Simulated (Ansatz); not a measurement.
Start from `C[O][Ge][NH2]` and change one atom or group to get `[NH2][Ge][OH]`.

Ansatz, PBE0-D4/def2-TZVP geometries, multiplicity 1. Each molecule was computed in one conformer, which needn't be the lowest.

Scalar relativity is left out up to krypton.

| property | `C[O][Ge][NH2]` |
| --- | --- |
| LUMO energy (PBE/def2-TZVPP) / eV | -1.81 |
| HOMO energy (PBE0/def2-TZVPP) / eV | -6.96 |
| HOMO energy (ωB97M-V/def2-TZVPP) / eV | -9.19 |
| zero-point energy (PBE0-D4/def2-TZVP) / kJ/mol | 176.6 |
| HOMO energy (PBE/def2-TZVPP) / eV | -5.77 |
| size of the dipole moment (ωB97M-V/def2-TZVPP) / D | 0.63 |

What does the change do to each property? (Estimate.)

Ansatz gave: 
```tsv
property	`[NH2][Ge][OH]`	shift
LUMO energy (PBE/def2-TZVPP) / eV	-1.82	-0.01
HOMO energy (PBE0/def2-TZVPP) / eV	-7.34	-0.38
HOMO energy (ωB97M-V/def2-TZVPP) / eV	-9.56	-0.37
zero-point energy (PBE0-D4/def2-TZVP) / kJ/mol	101.6	-75.0
HOMO energy (PBE/def2-TZVPP) / eV	-6.22	-0.45
size of the dipole moment (ωB97M-V/def2-TZVPP) / D	2.54	1.91
```

The zero-point energy changes by -75.0 kJ/mol with -9 modes. Dipoles are sizes alone; their direction can turn.
